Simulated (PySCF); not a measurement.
A structure optimised at PBE0-D3(BJ)/def2-SVP, used in a PySCF frequency run:

```xyz
7

B      0.0075    -0.0117     0.0000
S     -1.6325     0.7546     0.0000
H     -1.2114     2.0379     0.0000
S      0.0074    -1.8202     0.0000
H      1.3438    -2.0023     0.0000
S      1.4632     1.0603     0.0000
H      2.4199     0.1081     0.0000
```
Charge 0, spin multiplicity 1.

Problem. Write its SMILES, formula and point group.

Solution. SB(S)S, BH3S3, Cs

Problem. What are its rotational constants (standard atomic weights)?

Solution. 3.1510, 2.9453, 1.5223 GHz
